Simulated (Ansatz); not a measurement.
Reaction (formal exchange of groups at a Ga–O bond): `[NH2][Ga]([OH])[OH]` + CH₄ → `[CH3][Ga]([NH2])[OH]` + H₂O

Isolated molecules relaxed with PBE0-D4/def2-TZVP in Ansatz; ΔE leaves out vibrations. CCSD(T)/CBS adds triple-zeta CCSD(T) − MP2 to the extrapolated MP2 energy (def2 sets, frozen cores). This one scheme is used for every species. Functionals use def2-TZVPP. B3LYP here is the variant with VWN-RPA as its local correlation; programs differ in this. For Ga outer-core shells are correlated without core-valence functions, which leaves a few kJ/mol of doubt a bond. Scalar relativity is left out up to krypton. One conformer a species, not always the lowest.

`[NH2][Ga]([OH])[OH]`:

```xyz
8

N    -1.440   -0.517    0.124
Ga    0.263    0.042   -0.121
O     0.980   -0.046   -1.745
O     1.345    0.608    1.180
H    -2.037   -0.653   -0.675
H    -1.970   -0.252    0.937
H     1.904    0.212   -1.754
H     0.957    0.605    2.056
```

CH₄:

Z-matrix (Å, degrees):
```
C
H 1 1.090
H 1 1.090 2 109.5
H 1 1.090 2 109.5 3 -120.0
H 1 1.090 2 109.5 3 120.0
```

`[CH3][Ga]([NH2])[OH]`:

```xyz
10

C    -1.364    0.419    0.712
Ga    0.350   -0.183   -0.012
N     1.000    0.199   -1.656
O     1.498   -1.214    0.908
H    -1.210    0.998    1.625
H    -1.899    1.041   -0.006
H    -1.993   -0.438    0.963
H     1.891   -0.138   -1.979
H     0.529    0.760   -2.342
H     1.197   -1.444    1.788
```

H₂O:

```xyz
3

O     0.180    0.022   -0.344
H    -0.633   -0.445   -0.139
H     0.453    0.423    0.483
```

Task: Is it downhill or uphill in electronic energy at CCSD(T)/CBS, and by how much? (Best estimate.)

Result: Ansatz gave: Uphill: ΔE = +0.61 eV.

Task: What do these levels give: r2SCAN-D4, B3LYP-D4, B2PLYP, BLYP, HF/def2-TZVPP, SCS-MP2/def2-QZVPP? (An estimate is asked.)

Result: Ansatz gave: r2SCAN-D4 0.69, B3LYP-D4 0.68, B2PLYP 0.72, BLYP 0.71, HF/def2-TZVPP 0.82, SCS-MP2/def2-QZVPP 0.69 eV.

Largest T1 diagnostic among the species: 0.013.

At CCSD(T), def2-SVP lies +0.22 eV from the extrapolated value and def2-TZVPP +0.07 eV. In def2-TZVPP, CCSD(T) changes the Hartree–Fock value by −0.15 eV (the triples alone add −0.01 eV) and MP2 by −0.14 eV.
